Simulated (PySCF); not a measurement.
H7Si3 (SMILES [SiH2][SiH2][SiH3]), doublet, at a GFN2-xTB geometry, with bond 7-2 at 1.3 times its length. Base run: PySCF with HF/cc-pVDZ.

The PySCF input:
```python
from pyscf import gto, scf

mol = gto.Mole()
mol.atom = '''
    Si    1.93979745    0.47165961    0.10091883
    Si    0.05332804   -0.63234908   -0.54160016
    Si   -1.87730055    0.14500050    0.46169226
    H     3.28672394    0.02470814   -0.26281169
    H     1.98987865    1.93358010    0.02028201
    H    -0.17751861   -0.71822834   -2.00276084
    H     0.34593805   -2.47018191   -0.07013040
    H    -2.94853390   -0.85021347    0.52993420
    H    -2.43260727    1.30498691   -0.23887599
    H    -1.61790441    0.57087873    1.83901062
'''
mol.basis = 'cc-pvdz'
mol.spin = 1
mol.verbose = 4
mol.build()

mf = scf.UHF(mol)
mf.kernel()
```

Variants of this job, named by their change:

```json
[
 {"change": "base", "ΔE vs base (mEh)": "0.000", "SCF cycles": "14", "<S^2>": "0.760"},
 {"change": "level_shift = 0.3 (with mf.max_cycle = 100)", "ΔE vs base (mEh)": "0.000", "SCF cycles": "18", "<S^2>": "0.760"},
 {"change": "diis = off; damp = 0.3 (with mf.diis_start_cycle = 200; with mf.max_cycle = 150)", "ΔE vs base (mEh)": "0.000", "SCF cycles": "38", "<S^2>": "0.760"},
 {"change": "solver = newton", "ΔE vs base (mEh)": "0.000", "SCF cycles": "-", "<S^2>": "0.760"},
 {"change": "conv_tol = 1e-12", "ΔE vs base (mEh)": "0.000", "SCF cycles": "19", "<S^2>": "0.760"},
 {"change": "solver = newton; init_guess = 1e", "ΔE vs base (mEh)": "0.000", "SCF cycles": "-", "<S^2>": "0.760"},
 {"change": "init_guess = atom", "ΔE vs base (mEh)": "0.000", "SCF cycles": "14", "<S^2>": "0.760"},
 {"change": "init_guess = mod_huckel", "ΔE vs base (mEh)": "0.000", "SCF cycles": "13", "<S^2>": "0.760"},
 {"change": "level_shift = 0.1 (with mf.max_cycle = 100)", "ΔE vs base (mEh)": "0.000", "SCF cycles": "15", "<S^2>": "0.760"},
 {"change": "conv_tol = 1e-6", "ΔE vs base (mEh)": "0.000", "SCF cycles": "8", "<S^2>": "0.760"},
 {"change": "conv_tol = 1e-4", "ΔE vs base (mEh)": "0.002", "SCF cycles": "6", "<S^2>": "0.760"},
 {"change": "diis = off (with mf.max_cycle = 100)", "ΔE vs base (mEh)": "0.000", "SCF cycles": "29", "<S^2>": "0.760"},
 {"change": "level_shift = 1.0 (with mf.max_cycle = 100)", "ΔE vs base (mEh)": "0.000", "SCF cycles": "27", "<S^2>": "0.760"}
]
```

Open shells are given as the SCF converged; they aren't shown to be the lowest states, and a large step between rows can be another state.
